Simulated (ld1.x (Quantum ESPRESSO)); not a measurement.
**What one change does to a pseudopotential (Pt (Z = 78), TM)**

platinum, norm-conserving Troullier–Martins (Kleinman–Bylander form), made with ld1.x (Quantum ESPRESSO) 7.5 (PBEsol, scalar-relativistic). Core [Xe] 4f14, reference 5d9 6s1 6p0. Waves: 6s (bound): rc 1.95 bohr; 6p (bound, empty): rc 3.00 bohr; 5d (bound): rc 1.75 bohr. Local part: the d channel. Core correction: a·sin(br)/r model core, default radius (core density twice the valence density).

Change: all radii but the core radius scaled by about 1.11 (s 2.16, p 3.34, d 1.94 bohr).

Cutoffs: the cutoffs (Ry, on a coarse ladder) from which the occupation-weighted sum of valence levels, in a spherical-Bessel basis at the reference potential, stays within 10 and 1 mRy of its value at 400 Ry; they do not see the model core or the augmentation charge, which bear on the density cutoff. Errors are all-electron minus pseudo energies relative to the spin-unpolarised reference configuration.

**Question.** How do hardness, ghosts and transferability respond?

**Answer.** The potential gets neither clearly harder nor softer (40 Ry and 50 Ry → 40 Ry and 50 Ry); both files keep a bound ghost (p, s); of the 7 tests that both files solve, the error grows in 3 and shrinks in 0 by more than 15 % and 0.3 meV (median size 31.0 → 29.9 meV). More of the atom is replaced by a form fitted at one configuration, so other configurations suffer.

```csv
quantity,base,changed
"cutoff, loose",40 Ry,40 Ry
"cutoff, tight",50 Ry,50 Ry
loose cutoff by channel (10 mRy a level),"s 15 Ry, d 35 Ry","s 6 Ry, d 35 Ry"
bound ghosts,"s, p","s, p"
"error for 5d9 6s0 6p0, meV [ΔE 9.23 eV]",-15,-18
"error for 5d8 6s0 6p0, meV [ΔE 29.22 eV]",-31,-30
"error for 5d7 6s0 6p0, meV [ΔE 61.47 eV]",-169,-162
"error for 5d8 6s2 6p0, meV [ΔE 0.99 eV]",-39,-45
"error for 5d6 6s0 6p0, meV [ΔE 107.15 eV]",-547,-530
"error for 5d9 6s0 6p1, meV [ΔE 5.13 eV]",-4.6,-5.3
"error for 5d9.5 6s0.5 6p0, meV [ΔE -0.12 eV]",-9.6,-11
```

 A true bound ghost makes a file unfit for plane-wave use even where its test errors are small: the radial tests pick states by their node count and pass the ghost by.
